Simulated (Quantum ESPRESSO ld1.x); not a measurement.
ld1.x (Quantum ESPRESSO 7.5) input

```
 &input
    zed=48.5,
    iswitch=1,
    rel=1,
    dft='PBE',
    config='[Kr] 4d10 5s2',
    verbosity='high',
    prefix='ld1',
    max_out_wfc=37,
    file_charge='ld1.rho',
 /
```

Standard output:

```
     Program LD1 v.7.5 starts

     --------------------------- All-electron run ----------------------------

     scalar relativistic calculation

     atomic number is 48.50
     dft =PBE   lsd =0 sic =0 latt =0  beta=0.20 tr2=1.0E-14
     Exchange-correlation= PBE
                           (   1   4   3   4   0   0   0)
     mesh =2061 r(mesh) =  99.32886 a.u. xmin = -8.00 dx = 0.00800
     1 Ry =  13.60569312 eV, c = 137.03599908

     n l     nl                  e(Ry)          e(Ha)          e(eV)
     1 0     1S 1( 2.00)   -1994.722330762    -997.361165381 -27139.5798979
     2 0     2S 1( 2.00)    -297.622599711    -148.811299856  -4049.3617581
     2 1     2P 1( 6.00)    -267.117532629    -133.558766315  -3634.3191767
     3 0     3S 1( 2.00)     -56.181011695     -28.090505848   -764.3816045
     3 1     3P 1( 6.00)     -46.182785645     -23.091392822   -628.3488091
     4 0     4S 1( 2.00)      -8.533201275      -4.266600637   -116.1001179
     4 1     4P 1( 6.00)      -5.577026717      -2.788513359    -75.8793141
     3 2     3D 1(10.00)     -30.600504346     -15.300252173   -416.3410715
     4 2     4D 1(10.00)      -1.361068389      -0.680534195    -18.5182788
     5 0     5S 1( 2.00)      -0.737163738      -0.368581869    -10.0296236

     final scf error:  5.9E-15 reached in  24 iterations

     Etot =  -11474.042616 Ry,   -5737.021308 Ha, -156112.302707 eV

     Ekin =   11949.667386 Ry,    5974.833693 Ha,  162583.507371 eV
     Encl =  -27731.208114 Ry,  -13865.604057 Ha, -377302.307535 eV
     Eh   =    4621.136143 Ry,    2310.568071 Ha,   62873.760240 eV
     Exc  =    -313.638030 Ry,    -156.819015 Ha,   -4267.262783 eV

     normalization and overlap integrals

     s(1S/1S) =  1.000000  <r> =   0.0301  <r2> =    0.0012  r(max) =   0.0195
     s(1S/2S) = -0.012368
     s(1S/3S) = -0.005144
     s(1S/4S) = -0.002250
     s(1S/5S) = -0.000661
     s(2S/2S) =  1.000000  <r> =   0.1301  <r2> =    0.0199  r(max) =   0.1097
     s(2S/3S) = -0.003147
     s(2S/4S) = -0.001327
     s(2S/5S) = -0.000388
     s(2P/2P) =  1.000000  <r> =   0.1135  <r2> =    0.0157  r(max) =   0.0877
     s(2P/3P) = -0.002570
     s(2P/4P) = -0.001001
     s(3S/3S) =  1.000000  <r> =   0.3534  <r2> =    0.1428  r(max) =   0.3206
     s(3S/4S) = -0.000882
     s(3S/5S) = -0.000253
     s(3P/3P) =  1.000000  <r> =   0.3520  <r2> =    0.1439  r(max) =   0.3130
     s(3P/4P) = -0.000734
     s(4S/4S) =  1.000000  <r> =   0.8634  <r2> =    0.8444  r(max) =   0.7854
     s(4S/5S) = -0.000153
     s(4P/4P) =  1.000000  <r> =   0.9408  <r2> =    1.0137  r(max) =   0.8306
     s(3D/3D) =  1.000000  <r> =   0.3295  <r2> =    0.1291  r(max) =   0.2625
     s(3D/4D) = -0.000452
     s(4D/4D) =  1.000000  <r> =   1.2301  <r2> =    1.8295  r(max) =   0.9516
     s(5S/5S) =  1.000000  <r> =   2.6620  <r2> =    8.1219  r(max) =   2.2221

     ------------------------ End of All-electron run ------------------------
```

Run on one thread of a shared host, so times are rough (Intel(R) Xeon(R) Processor @ 2.60GHz): 0.66 s of CPU time, 0.69 s wall, 24 iterations on 2061 mesh points.
